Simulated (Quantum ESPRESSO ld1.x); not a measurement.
The numbers below are computed, except where a source is named.
Species: Cs2+. Configuration: [Kr] 4d10 5s2 5p5. Code: ld1.x of Quantum ESPRESSO 7.5. Model: Dirac Kohn-Sham, relativistic LDA (MacDonald-Vosko exchange, VWN5 correlation), spin-unpolarised, spherical densities, point nucleus; open shells are shared between the two j in proportion to 2j + 1.

Unscreened Slater integrals over Kohn-Sham orbitals (eV). Large and small components are both included.

F0(5p3/2,5p3/2): 12.181
F2(5p3/2,5p3/2): 6.5745
F0(5p3/2,5p1/2): 12.423
G2(5p3/2,5p1/2): 6.6687
F0(5p3/2,5s1/2): 13.109
G1(5p3/2,5s1/2): 8.6498
F0(5p3/2,4d5/2): 15.236
F2(5p3/2,4d5/2): 4.2844
G1(5p3/2,4d5/2): 1.2638
G3(5p3/2,4d5/2): 1.2082
F0(5p1/2,5p1/2): 12.685
F0(5p1/2,5s1/2): 13.431
G1(5p1/2,5s1/2): 9.1305
F0(5p1/2,4d5/2): 15.794
G3(5p1/2,4d5/2): 1.3678
F0(5s1/2,5s1/2): 14.363
F0(5s1/2,4d5/2): 17.536
G2(5s1/2,4d5/2): 2.0858
F0(4d5/2,4d5/2): 29.184
F2(4d5/2,4d5/2): 14.800
F4(4d5/2,4d5/2): 9.8551
